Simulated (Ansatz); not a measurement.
CH₅GaO₃ (`C[O][Ga]([OH])[OH]`). Total charge 0; spin multiplicity 1. All single points use the PBE0-D4/def2-TZVP geometry. It is one conformer, not always the lowest.

```xyz
10

C    -0.966    0.708   -1.459
O    -1.146    0.271   -0.130
Ga    0.190   -0.338    0.843
O     1.804   -0.380    0.088
O    -0.175   -0.860    2.499
H    -1.292    1.749   -1.547
H    -1.580    0.100   -2.131
H     0.074    0.646   -1.799
H     2.506   -0.715    0.649
H     0.585   -1.181    2.987
```

Task: What is the dipole moment at r2SCAN/def2-TZVPP? (Estimate.)

Result: The calculation gave: 2.38 D, with components (2.27, -0.59, 0.42) D in this frame, pointing from negative to positive charge.

Task: And with PBE, B3LYP, ωB97M-V? (Estimate.)

Result: The calculation gave: PBE 2.31 D, B3LYP 2.43 D, ωB97M-V 2.47 D.

Task: Give the Mulliken charges with r2SCAN, PBE, B3LYP in def2-TZVPP. (Estimate.)

Result: Ansatz gave: 
```csv
atom,r2SCAN,PBE,B3LYP
C1,0.02,-0.13,-0.11
O2,-0.40,-0.32,-0.39
Ga3,0.67,0.53,0.67
O4,-0.42,-0.36,-0.41
O5,-0.40,-0.34,-0.39
H6,0.05,0.09,0.10
H7,0.05,0.09,0.10
H8,0.06,0.10,0.10
H9,0.18,0.17,0.17
H10,0.19,0.17,0.17
```

B3LYP here is the variant with VWN-RPA as its local correlation; programs differ in this.
